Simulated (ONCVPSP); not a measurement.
What one change does to a pseudopotential (phosphorus (P), ONCV)

```
Element                 : phosphorus
Generator               : ONCVPSP 4.0.1
Type                    : optimised norm-conserving Vanderbilt (ONCV)
Functional              : LDA (Perdew-Wang 92)
Relativity              : scalar-relativistic
Frozen core             : [Ne]
Valence charge          : 5
Reference configuration : 3s2 3p3
Partial waves           : 3s: rc 1.70 bohr, ncon 4, nbas 7, qcut 4.8 1/bohr, 1 projector; 3p: rc 1.45 bohr, ncon 5, nbas 8, qcut 5.9 1/bohr, 3 projectors, debl 2.2 Ha; d scattering state at 0.25 Ha: rc 1.40 bohr, ncon 4, nbas 9, qcut 7.2 1/bohr, local
Local potential         : the d channel
Core correction         : Teter function, fcfact 4.5, rcfact 1.55
```

Change: p: debl 5.35.

Cutoffs: the cutoffs (Ha) at which the residual kinetic energy of the hardest occupied pseudo-wave falls to 1 and 0.1 mHa per electron; they do not see the model core or the augmentation charge, which bear on the density cutoff. Errors are all-electron minus pseudo energies relative to the spin-unpolarised reference configuration.

Task: Predict the effect on cutoff, ghosts and configuration errors.

Result: The potential gets neither clearly harder nor softer (20 Ha and 82 Ha → 20 Ha and 82 Ha); both files keep a bound ghost (p); of the 4 tests that both files solve, the error grows in 2 and shrinks in 2 by more than 15 % and 0.3 meV (median size 6.6 → 6.9 meV).

```csv
quantity,base,changed
"cutoff, loose",20 Ha,20 Ha
"cutoff, tight",82 Ha,82 Ha
bound ghosts,p,p
GHOST(+) flags under 300 eV,s at 15.2 eV,s at 15.2 eV
"error for 3s2 3p2, meV [ΔE 9.81 eV]",+1.0,-5.8
"error for 3s2 3p1, meV [ΔE 29.06 eV]",+12,-7.9
"error for 3s2 3p0, meV [ΔE 58.95 eV]",+56,+34
"error for 3s2 3p2.5, meV [ΔE 3.82 eV]",0.0,-1.7
s: phases at 1.73 bohr within 0.05 rad from the reference energy up to (Ha; the scan ends near 5),0.3,0.3
p: phases at 1.47 bohr within 0.05 rad from the reference energy up to (Ha; the scan ends near 5),to the end of the scan,to the end of the scan
d: phases at 1.42 bohr within 0.05 rad from the reference energy up to (Ha; the scan ends near 5),4.5,4.5
"rms error of d²Exc/dni dnj with the model core, mHa",1.00,1.00
```

Base: The cutoffs count occupied waves only; projector 3 of the p channel, the hardest unoccupied one, needs 140 Ha at the loose tolerance. A true bound ghost makes a file unfit for plane-wave use even where its test errors are small: the radial tests pick states by their node count and pass the ghost by.
